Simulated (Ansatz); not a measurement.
Isolated molecules relaxed with PBE0-D4/def2-TZVP in Ansatz; ΔE leaves out vibrations. CCSD(T)/CBS is the MP2 limit (def2-TZVPP, def2-QZVPP) plus CCSD(T) − MP2 in def2-TZVPP, frozen cores. This one scheme is used for every species. Functionals use def2-TZVPP. def2 core potentials past Kr. For Sn outer-core shells are correlated without core-valence functions, which leaves a few kJ/mol of doubt a bond.

Reaction (formal exchange of groups at the Al–C bond): `C#[C][AlH][CH3]` + `[SnH4]` → `[CH3][AlH][SnH3]` + `C#C`

`C#[C][AlH][CH3]`:

Cartesian coordinates in Å:
```
C -1.915 0.161 1.965
C -1.323 -0.004 0.921
Al -0.385 -0.263 -0.725
C 1.528 0.078 -0.773
H -2.437 0.305 2.884
H -1.225 -0.744 -1.978
H 1.735 1.128 -0.539
H 2.046 -0.514 -0.012
H 1.978 -0.145 -1.743
```

`[SnH4]`:

Cartesian coordinates in Å:
```
Sn 0.000 0.000 0.000
H 0.041 0.726 -1.541
H -1.519 0.279 0.719
H 1.223 0.672 0.977
H 0.255 -1.677 -0.156
```

`[CH3][AlH][SnH3]`:

Cartesian coordinates in Å:
```
C -1.148 -0.813 1.460
Al -0.469 -0.721 -0.367
Sn 1.296 1.121 -1.129
H -2.237 -0.685 1.463
H -0.717 -0.063 2.126
H -0.955 -1.802 1.888
H -0.981 -1.773 -1.446
H 2.742 0.433 -1.739
H 1.772 2.181 0.131
H 0.697 2.122 -2.386
```

`C#C`:

Cartesian coordinates in Å:
```
C 0.343 0.373 -0.319
C -0.343 -0.373 0.319
H 0.953 1.036 -0.886
H -0.953 -1.036 0.886
```

| species | ωB97X-V energy (Eh) |
| --- | --- |
| `C#[C][AlH][CH3]` | -359.67235 |
| `[SnH4]` | -216.64879 |
| `[CH3][AlH][SnH3]` | -498.97889 |
| `C#C` | -77.33252 |

Problem. Work out ΔE.

Solution. ΔE = (-498.97889) + (-77.33252) − (-359.67235) − (-216.64879) = 0.00973 Eh = +25.5 kJ/mol. CCSD(T)/CBS gives +18.2 kJ/mol.

Largest T1 diagnostic among the species: 0.013.

At CCSD(T), def2-SVP lies +8.8 kJ/mol from the extrapolated value and def2-TZVPP +7.6 kJ/mol. Leaving LDA and LC-ωPBE aside and taking each functional with its dispersion term where it has one, the values, not all of them listed here, spread over 26.1 kJ/mol, from PBE-D4 to B97M-V. In def2-TZVPP, CCSD(T) changes the Hartree–Fock value by −8.2 kJ/mol (the triples alone add +0.4 kJ/mol) and MP2 by −7.1 kJ/mol.
